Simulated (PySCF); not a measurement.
# Correlation energy of Si²⁺ (silicon, charge +2)

[Ne] 3s2, closed-shell 1S. Computed with PySCF 2.14 in aug-cc-pwCVDZ (6s5p3d, 36 functions), with no relativity, point nucleus. Frozen: [Ne]; 2 electrons correlated.

With two correlated electrons CCSD is exact within the correlated space (frozen core and kept virtual orbitals).

```json
{"level": "CCSD", "correlation energy (mhartree)": "-43.78"}
```

Diagnostics: T1 = 0.0054, D1 = 0.0077, largest double amplitude 0.118.

Task: Is a single reference adequate?

Result: Mostly. T1 lies below 0.03, but a double amplitude of this size points to a near-degeneracy that CCSD handles and MP2 describes poorly.
